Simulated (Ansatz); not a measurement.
Input for Ansatz (a quantum-chemistry and plane-wave program): R-revPBE/def2-TZVPPD on GeH4 (SMILES [GeH4]). Files ending in .json are basis or fitting sets from the Basis Set Exchange.

Ansatz 0.2 input:
```yaml
crystal:
  periodic: [false, false, false]
  atoms:
    - {symbol: Ge, position_ang: [0.18697764, -0.15005688, 0.20538804]}
    - {symbol: H, position_ang: [0.70287154, -1.19526948, 1.20462870]}
    - {symbol: H, position_ang: [0.86880589, -0.35826398, -1.15466851]}
    - {symbol: H, position_ang: [0.49694520, 1.25767441, 0.73187328]}
    - {symbol: H, position_ang: [-1.33266865, -0.31165876, 0.04504240]}
basis:
  gaussian:
    orbitals: def2-TZVPPD.json
hamiltonian:
  xc: {name: revPBE}
scf: {lower_state_search: off}
```

**Question.** Give the final energy of this run.

**Answer.** -2079.2272 hartree.
